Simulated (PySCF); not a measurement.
C4H10OSi, SMILES CC1([SiH2]O)CC1.

Geometry optimised at B3LYP-D3(BJ)/def2-SVP. The structure was generated by enumeration, and PubChem lists no compound with its InChIKey, so it may never have been made. Other conformers were not sampled.

Level of theory: TDA-ωB97X/def2-SVPD (PySCF).

Vertical excitations. The molecule is in vacuum.

Computed excitation energies, oscillator strengths and character:
| state | energy (eV) | λ (nm) | f | main pairs |
|---|---|---|---|---|
| S1 | 7.37 | 168 | 0.008 | HOMO→LUMO 71 % |
| S2 | 7.98 | 155 | 0.019 | HOMO−1→LUMO 39 %, HOMO−2→LUMO 29 %, HOMO→LUMO 7 % |
| S3 | 8.22 | 151 | 0.035 | HOMO−1→LUMO 44 %, HOMO−2→LUMO 29 %, HOMO−3→LUMO 7 % |
| S4 | 8.34 | 149 | 0.007 | HOMO→LUMO+1 72 % |
| S5 | 8.58 | 145 | 0.025 | HOMO−1→LUMO+1 80 % |
| S6 | 8.87 | 140 | 0.039 | HOMO−4→LUMO 30 %, HOMO→LUMO+2 17 %, HOMO→LUMO+5 11 %, HOMO−3→LUMO 10 % |
| T1 | 7.13 | 174 | 0 | HOMO→LUMO 61 %, HOMO−2→LUMO 13 % |
| T2 | 7.70 | 161 | 0 | HOMO−2→LUMO 32 %, HOMO−1→LUMO 19 %, HOMO→LUMO 11 %, HOMO−3→LUMO 10 % |
Triplets are in the Tamm–Dancoff approximation.
